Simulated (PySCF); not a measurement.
Compound: 4-bromobenzoic acid, C7H5BrO2.
Atom-mapped SMILES: `[O:1]=[C:2]([OH:3])[c:4]1[cH:5][cH:6][c:7]([Br:8])[cH:9][cH:10]1` (hydrogens: H11 on O3; H12 on C5; H13 on C6; H14 on C9; H15 on C10)

Level: wB97X-D/def2-SVPD in PySCF, non-relativistic, on one gas-phase PBE0-D3(BJ)/def2-SVP geometry that isn't relaxed in the solvent. The solvent is an IEF-PCM continuum (van der Waals radii × 1.2), and excitations are vertical TDDFT with non-equilibrium linear response and a frozen core. Specific hydrogen bonds and non-electrostatic terms are outside this model. Spin–orbit coupling is left out although an atom past zinc is present.

Gas-phase singlets (H = HOMO, L = LUMO):

| state | E (eV) | λ (nm) | f | leading configurations |
| --- | --- | --- | --- | --- |
| S1 | 5.086 | 244 | 0.009 | H-1→L 61%, H→L+1 35% |
| S2 | 5.229 | 237 | 0.001 | H-2→L 60%, H-3→L 26% |
| S3 | 5.303 | 234 | 0.396 | H→L 90% |
| S4 | 5.986 | 207 | 0.000 | H→L+2 82% |
| S5 | 6.339 | 196 | 0.181 | H→L+1 60%, H-1→L 36% |

Give the list for benzene (ε = 2.271), n² = 2.25.

```csv
state,E (eV),λ (nm),f,leading configurations,change by rank (eV)
S1,5.064,245,0.020,"H-1→L 66%, H→L+1 30%",-0.022
S2,5.209,238,0.548,H→L 92%,-0.020
S3,5.288,234,0.001,"H-2→L 46%, H-3→L 40%",-0.015
S4,6.002,207,0.000,H→L+2 82%,+0.016
S5,6.230,199,0.270,"H→L+1 66%, H-1→L 31%",-0.109
```

Give the list for chloroform (ε = 4.711), n² = 2.09.

| state | E (eV) | λ (nm) | f | leading configurations | change by rank (eV) |
| --- | --- | --- | --- | --- | --- |
| S1 | 5.061 | 245 | 0.020 | H-1→L 67%, H→L+1 30% | -0.025 |
| S2 | 5.219 | 238 | 0.537 | H→L 92% | -0.010 |
| S3 | 5.321 | 233 | 0.001 | H-3→L 48%, H-2→L 38% | +0.018 |
| S4 | 6.022 | 206 | 0.000 | H→L+2 82% | +0.036 |
| S5 | 6.248 | 198 | 0.257 | H→L+1 66%, H-1→L 30% | -0.091 |

How do the frontier levels move from gas to chloroform?

```tsv
orbital	gas (eV)	solvent (eV)	change (eV)	Löwdin shares, gas	Löwdin shares, solvent
LUMO+2	1.39	1.47	+0.08	Br8 63 %, C7 18 %	Br8 66 %, C7 19 %
LUMO+1	0.80	0.92	+0.12	C10 19 %, C5 19 %, C9 18 %, C6 18 %	C10 18 %, C5 18 %, C6 18 %, C9 18 %
LUMO	-0.19	-0.13	+0.06	C7 16 %, C4 14 %, C2 14 %, O1 11 %	C7 16 %, C2 14 %, C4 14 %, O1 11 %
HOMO	-9.20	-9.16	+0.04	Br8 34 %, C7 17 %, C4 16 %, C9 8 %	Br8 32 %, C7 18 %, C4 16 %, C9 8 %
HOMO-1	-9.85	-9.73	+0.12	C6 21 %, C5 20 %, C10 20 %, C9 20 %	C6 21 %, C5 20 %, C10 20 %, C9 20 %
HOMO-2	-10.43	-10.45	-0.02	O1 44 %, Br8 28 %, O3 8 %, C2 6 %	Br8 50 %, O1 26 %, C7 5 %, O3 5 %
HOMO-3	-10.56	-10.58	-0.02	Br8 55 %, O1 23 %, C7 6 %	O1 40 %, Br8 33 %, O3 7 %, C2 6 %
```

The HOMO–LUMO gap goes from 9.01 to 9.03 eV. Rows go by rank; for HOMO-3 and HOMO-2 the atom shares or the degeneracy differ between the runs, so the row needn't follow one orbital.

Conformer computed: `[O:1]=[C:2]([OH:3])[c:4]1[cH:5][cH:6][c:7]([Br:8])[cH:9][cH:10]1`: O1–C2–C4–C5 -1°, H–O3–C2–O1 0°.
